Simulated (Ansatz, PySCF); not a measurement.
Energy difference R1 → P1 + P2, each structure at its B3LYP-D3(BJ)/def2-TZVP stationary point, reached from a drawn start (curvature not checked).
R1: BF2 (SMILES F[B]F), charge 0, multiplicity 2.
P1: BF (SMILES [B]F), charge 0, multiplicity 1.
P2: F atom, charge 0, multiplicity 2.

```tsv
level	reaction energy (kcal/mol)	minus CCSD(T)/CBS(cc-pVTZ, cc-pVQZ)
HF/cc-pVDZ	85.35	-28.23
HF/cc-pVTZ	91.51	-22.07
HF/cc-pVQZ	91.79	-21.79
SVWN5/def2-TZVPP	142.58	29.00
PBE/def2-TZVPP	123.67	10.09
BLYP/def2-TZVPP	117.47	3.88
revPBE/def2-TZVPP	117.28	3.70
r2SCAN/def2-TZVPP	123.51	9.92
B97M-V/def2-TZVPP	113.65	0.07
B3LYP/def2-TZVPP	115.87	2.28
PBE0/def2-TZVPP	118.84	5.25
BHLYP/def2-TZVPP	109.88	-3.70
M06-2X/def2-TZVPP	118.78	5.20
CAM-B3LYP/def2-TZVPP	118.25	4.67
wB97X-V/def2-TZVPP	114.35	0.76
wB97M-V/def2-TZVPP	111.82	-1.76
B2PLYP/def2-TZVPP	115.99	2.41
MP2/cc-pVDZ	112.23	-1.35
MP2/cc-pVTZ	121.76	8.18
MP2/cc-pVQZ	123.63	10.05
MP2/CBS(cc-pVTZ, cc-pVQZ)	124.79	11.21
SCS-MP2/cc-pVDZ	105.92	-7.66
SCS-MP2/cc-pVTZ	114.51	0.93
SCS-MP2/cc-pVQZ	116.34	2.76
CCSD/cc-pVDZ	99.34	-14.24
CCSD/cc-pVTZ	108.15	-5.44
CCSD/cc-pVQZ	110.16	-3.42
CCSD(T)/cc-pVDZ	100.24	-13.35
CCSD(T)/cc-pVTZ	110.01	-3.57
CCSD(T)/cc-pVQZ	112.20	-1.39
CCSD(T)/CBS(cc-pVTZ, cc-pVQZ)	113.58	0.00
```

 The comparison column counts from a level with limits of its own.

P less R. No zero-point or thermal terms; singlets are restricted closed shells; open shells are unrestricted; no spin–orbit coupling.

Frozen-core correlation throughout. CBS: X⁻³ extrapolation of the correlation energy, Hartree–Fock from the larger set.

Codes used: Ansatz (Gaussian basis) for Hartree–Fock, density functionals and correlated methods; PySCF for M06-2X. No computed number here is a measurement.

Ansatz is a quantum-chemistry and plane-wave program.
